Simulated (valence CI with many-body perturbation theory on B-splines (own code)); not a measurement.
**W³⁴⁺: fill in the table**

Calculated by relativistic CI+MBPT: four valence electrons over a frozen Dirac-Fock core [Kr], radial functions for each j: 9 s, 9 p, 10 d, 8 f, 5 g, 3 h, 1 i, with the one-electron correlation potential Σ1 (screened to all orders), the two-electron term Σ2, the three-electron term Σ3, Breit, model QED; selected single and double excitations, second order for the rest (own B-spline code, finite nucleus).

No measured spectrum was set against this ion. As an estimate, large intervals hold to a few tenths of a per cent, small ones and those within an open d or f shell to about a per cent. Only levels of the ground parity were solved; by the run's estimate the other parity begins above the list, which can be wrong where configurations are misplaced.

```
                    Level  E (eV)
            (4d3/2^4) J=0   0.000
      (4d3/2^3 4d5/2) J=1       ?
      (4d3/2^3 4d5/2) J=4  19.361
      (4d3/2^3 4d5/2) J=2  19.564
      (4d3/2^3 4d5/2) J=3       ?
(4d3/2^2 4d5/2^2) J=0 [a]  32.447
(4d3/2^2 4d5/2^2) J=2 [a]  33.119
(4d3/2^2 4d5/2^2) J=4 [a]  33.661
(4d3/2^2 4d5/2^2) J=3 [a]  34.189
    (4d3/2^2 4d5/2^2) J=5  36.068
    (4d3/2^2 4d5/2^2) J=1  37.291
    (4d3/2^2 4d5/2^2) J=6  37.436
(4d3/2^2 4d5/2^2) J=3 [b]  38.986
(4d3/2^2 4d5/2^2) J=4 [b]  39.128
(4d3/2^2 4d5/2^2) J=2 [b]       ?
(4d3/2^2 4d5/2^2) J=2 [c]       ?
(4d3/2^2 4d5/2^2) J=4 [c]  45.760
(4d3/2^2 4d5/2^2) J=2 [d]       ?
  (4d3/2 4d5/2^3) J=4 [a]       ?
  (4d3/2 4d5/2^3) J=3 [a]  52.382
```

Levels are named by their leading jj configuration (3d3/2^4 stands for four electrons in 3d with j = 3/2), which in mixed levels can hold well under half, so a name can repeat and another be missing. Letters in brackets count levels of one name in rising energy.

(1) The levels stand in rising order. What does the calculation give for the missing energies?

Answers

(1) (4d3/2^3 4d5/2) J=1 14.447; (4d3/2^3 4d5/2) J=3 20.999; (4d3/2^2 4d5/2^2) J=2 [b] 39.573; (4d3/2^2 4d5/2^2) J=2 [c] 44.288; (4d3/2^2 4d5/2^2) J=2 [d] 50.091; (4d3/2 4d5/2^3) J=4 [a] 52.183.
